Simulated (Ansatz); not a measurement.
Two isomers of C2H7NOSi: A = `C=N[SiH](C)O`, B = `N[Si]1(O)CC1`.

Program: Ansatz. Geometries: PBE0-D4/def2-TZVP. ΔE: electronic, gas phase. CCSD(T)/CBS is the MP2 limit (def2-TZVPP, def2-QZVPP) plus CCSD(T) − MP2 in def2-TZVPP, frozen cores. Functionals use def2-TZVPP. B3LYP here is the variant with VWN-RPA as its local correlation; programs differ in this. Each species was taken in one conformer, which may not be the lowest.

Which is lower in electronic energy at CCSD(T)/CBS, and by how much? (Estimate.)

The calculation gave: A, by 23.6 kJ/mol.

Give E(B) − E(A) in kJ/mol with B3LYP-D4, CCSD/def2-TZVPP, ωB97M-V, B2PLYP, B3LYP, BLYP-D4, HF/def2-TZVPP. (An estimate is asked.)

Ansatz gave: B3LYP-D4 35.3, CCSD/def2-TZVPP 28.3, ωB97M-V 19.2, B2PLYP 31.7, B3LYP 35.8, BLYP-D4 43.6, HF/def2-TZVPP 55.3. None reverses the order clearly.

Does the order hold for the free energy at 298.15 K (harmonic terms from PBE0-D4)? (Estimate.)

Computed: Yes: G(B) − G(A) = +35.9 kJ/mol, for one conformer each.

Largest T1 diagnostic: 0.012.

At CCSD(T), def2-SVP lies +27.8 kJ/mol from the extrapolated value and def2-TZVPP +4.6 kJ/mol. Leaving LDA and LC-ωPBE aside and taking each functional with its dispersion term where it has one, the values, not all of them listed here, spread over 34.8 kJ/mol, from PBE-QIDH to BLYP-D4. LDA lies −25.9 kJ/mol from PBE without D4.
